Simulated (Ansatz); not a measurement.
`O[SiH](O)[O][GeH3]` and `C[SiH2][SiH](O)O` differ in one atom or group.

Ansatz, PBE0-D4/def2-TZVP geometries, multiplicity 1. Each molecule was computed in one conformer, which needn't be the lowest.

Scalar relativity is left out up to krypton.

```csv
property,`O[SiH](O)[O][GeH3]`
LUMO energy (B3LYP/def2-TZVPP) / eV,-0.13
HOMO–LUMO gap (ωB97M-V/def2-TZVPP) / eV,12.91
HOMO–LUMO gap (PBE/def2-TZVPP) / eV,6.48
HOMO energy (ωB97M-V/def2-TZVPP) / eV,-11.06
HOMO energy (PBE/def2-TZVPP) / eV,-7.22
size of the dipole moment (ωB97M-V/def2-TZVPP) / D,2.13
```

Task: What does the change do to each property? (Best estimate.)

Result: The calculation gave: 
| property | `C[SiH2][SiH](O)O` | shift |
| --- | --- | --- |
| LUMO energy (B3LYP/def2-TZVPP) / eV | -0.29 | -0.16 |
| HOMO–LUMO gap (ωB97M-V/def2-TZVPP) / eV | 11.33 | -1.58 |
| HOMO–LUMO gap (PBE/def2-TZVPP) / eV | 5.63 | -0.85 |
| HOMO energy (ωB97M-V/def2-TZVPP) / eV | -9.79 | 1.27 |
| HOMO energy (PBE/def2-TZVPP) / eV | -6.51 | 0.71 |
| size of the dipole moment (ωB97M-V/def2-TZVPP) / D | 2.26 | 0.13 |

With PBE0 the HOMO rises by 1.00 eV and the LUMO falls by 0.18 eV, so the gap narrows by about 1.18 eV. PBE moves the HOMO by 0.71 eV and ωB97M-V by 1.27 eV. Dipoles are sizes alone; their direction can turn.

B3LYP here is the variant with VWN-RPA as its local correlation; programs differ in this.
